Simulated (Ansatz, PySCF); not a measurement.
Stretching the Si1–H2 bond in CH4OSi (SMILES CO[SiH]) (multiplicity 1 held, fragments rigid). Energies count from the point at 1.549 Å.
Geometry at that point (charge 0, multiplicity 1):
```xyz
7

Si    -0.408    -0.679     0.918
H     -1.310    -1.188    -0.234
O      0.451     0.419     0.047
C      0.383     0.782    -1.326
H      0.153     1.846    -1.401
H      1.353     0.599    -1.790
H     -0.386     0.203    -1.843
```

U- levels take the lowest unrestricted solution at each point, which mixes spins at long bonds. Active spaces are followed from a long bond inwards. Curves can end on different states.

Frozen-core correlation. Rows in 3-21G, 6-31G* carry no dispersion term and start afresh at each structure (6-31G* with six Cartesian d functions). MP2/6-31G* freezes PySCF's default core.

Programs: Ansatz (Gaussian orbitals); PySCF for 3-21G rows, 6-31G* rows. Values without a source in brackets are computed.

Other levels give for the energy at R = 4.958 Å: U-PBE/cc-pV(T+d)Z 3.215; U-B3LYP/cc-pV(T+d)Z 3.332; U-wB97X-V/cc-pV(T+d)Z 3.394; FIC-MRCISD+Q on CASSCF(2,2)/cc-pV(T+d)Z 3.351 eV.

### Question
What do these common cheap choices give for the same quantity: R-HF/3-21G, R-HF/6-31G*, U-HF/6-31G*, U-B3LYP/6-31G*, R-MP2/6-31G*?

### Answer
R-HF/3-21G 6.341; R-HF/6-31G* 6.323; U-HF/6-31G* 2.483; U-B3LYP/6-31G* 3.300; R-MP2/6-31G* 4.329 eV. They span 2.483 to 6.341 eV.

Doubts at one or more of the structures used: a restricted determinant that unrestricted orbitals would lower (R-HF/3-21G, R-HF/6-31G*, R-MP2/6-31G*); a spin-contaminated determinant (U-HF/6-31G*, U-B3LYP/6-31G*, U-PBE/cc-pV(T+d)Z, U-B3LYP/cc-pV(T+d)Z, U-wB97X-V/cc-pV(T+d)Z).

Ansatz is a program for electronic structure.
